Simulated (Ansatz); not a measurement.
Abridged output of a molecular run in Ansatz:

```
Functional definition: HF
1145 factors; integrals over basis functions are off by at most 1.1e-3 eV
mean field evaluation 1: about -16307.9343 eV, gradient 3.1e1 eV
mean field evaluation 2: about -16308.1262 eV, gradient 3.1e1 eV
mean field evaluation 4: about -16310.3317 eV, gradient 3.8e0 eV
mean field evaluation 8: about -16310.3763 eV, gradient 2.2e-1 eV
mean field -16310.37660181 eV, -599.3952845461 hartree, gradient 2.1e-6 eV, S^2 0.000000; 0 other end points of the search recorded, 0 dependent functions left out
8 core orbitals not correlated: weight in the atoms' cores, before any rotation towards them, 1.000 or more for the frozen orbitals, at most 0.000 for the correlated occupied ones
reference -16310.37660181 eV, -599.3952845461 hartree; 12, 12 occupied and 171, 171 virtual orbitals, 1145 factors
second order -18.99779251 eV of doubles, -0.00000000 eV of singles
cycle   1  -19.48684708 eV  change   -4.9e-1 eV  update   9.2e-2
cycle   2  -19.93174496 eV  change   -4.4e-1 eV  update   2.6e-2
cycle   3  -20.03535940 eV  change   -1.0e-1 eV  update   1.5e-2
cycle   4  -20.02419178 eV  change    1.1e-2 eV  update   4.0e-3
cycle   5  -20.02336601 eV  change    8.3e-4 eV  update   1.9e-3
cycle   6  -20.02394799 eV  change   -5.8e-4 eV  update   5.4e-4
cycle   7  -20.02366784 eV  change    2.8e-4 eV  update   1.9e-4
cycle   8  -20.02367398 eV  change   -6.1e-6 eV  update   5.4e-5
cycle   9  -20.02368591 eV  change   -1.2e-5 eV  update   2.0e-5
perturbative correction -0.78358137 eV, -0.0287960842 hartree
Total energy: -16331.18386908 eV, -600.1599375148 hartree
```

Its atoms:

Z-matrix (Å, degrees):
```
C
O 1 1.416
H 1 1.091 2 108.7
H 1 1.093 2 111.5 3 120.8
H 1 1.091 2 108.6 3 -118.4
B 2 1.334 1 121.8 3 -120.7
Cl 6 1.755 2 118.3 1 -180.0
H 6 1.196 2 122.7 1 0.0
```

(1) Which basis set was used?
A. cc-pV(Q+d)Z
B. def2-QZVPP
C. def2-TZVPP
D. cc-pV(D+d)Z

(2) Write the keys of the input that set method, charge and spin (a neutral closed shell needs none for the last two).

Answers

(1) C. It gives 191 functions.

(2) 
```yaml
correlation: {method: ccsd_t}
```
